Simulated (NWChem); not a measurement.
Molecule: C4H4F2; SMILES FC1=C[C@@H](F)C1

```xyz
10

F      0.0378    -2.2430    -0.2298
C      0.0615    -0.9458    -0.0298
C      1.0474    -0.0635     0.1638
C      0.0366     1.0213     0.4278
F      0.0685     2.0921    -0.4242
C     -1.0910    -0.0069     0.1226
H      2.1357    -0.1006     0.1895
H      0.0199     1.4110     1.4602
H     -1.6331     0.2361    -0.8037
H     -1.8068    -0.2188     0.9332
```
Atoms are numbered in this order, from 1.

The geometry was optimised at PBE0/def2-SVP.

Task: List the 4 lowest vertical singlet excitations from B3LYP/6-31+G* (spherical d), full TDDFT (NWChem).

Result: 
```
state  energy (eV)  oscillator strength  leading excitation (squared amplitude)
-----  -----------  -------------------  --------------------------------------
S1            6.80                0.014                    HOMO → LUMO+1 (0.91)
S2            6.99                0.152                      HOMO → LUMO (0.78)
S3            7.06                0.036                    HOMO → LUMO+2 (0.88)
S4            7.36                0.024                    HOMO → LUMO+3 (0.94)
```
